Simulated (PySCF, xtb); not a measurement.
C7H14O, SMILES C(CCC(C)=O)CC.

Geometry: r2SCAN-D4/def2-SVP. One conformer was computed; it need not be the lowest.

The numbers are results of IEF-PCM-M06-2X/def2-SVP (PySCF), not measurements.

The values are the electrostatic part of the solvation free energy, E(continuum) − E(gas) at the gas-phase geometry, in a cavity of scaled van der Waals radii (PySCF's table); cavitation and dispersion terms are not included. In vacuum the orbital gap is 9.57 eV. The dipole moment in vacuum is 2.65 D.

Computed values in water (ε = 78.36), n-hexane (ε = 1.88), chloroform (ε = 4.71):
```csv
solvent,ε,ΔG(elec) (kcal/mol),dipole (D),gap (eV)
water,78.36,-4.9,3.65,9.66
n-hexane,1.88,-1.7,2.96,9.60
chloroform,4.71,-3.4,3.31,9.63
```

For comparison, GFN2-xTB/ALPB(water) (xtb, at the GFN2-xTB geometry, all terms of that model) gives -3.3 kcal/mol.
